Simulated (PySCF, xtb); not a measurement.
Ga(H)(Me)(OMe) (C2H7GaO), SMILES C[O][GaH][CH3].

xtb with GFN2-xTB at its own geometry gives an orbital gap of 4.49 eV and a dipole moment of 1.11 D.

Coordinates come from a r2SCAN-D4/def2-SVP optimisation. The structure was generated by enumeration; whether it is a known compound was not checked. Other conformers were not sampled.

Question: What does PBE/def2-TZVP (PySCF) give? (An estimate is asked for; the answer gives what the named calculation found.)

Answer: gap 4.65 eV (levels -6.18 and -1.52 eV), dipole 0.87 D.
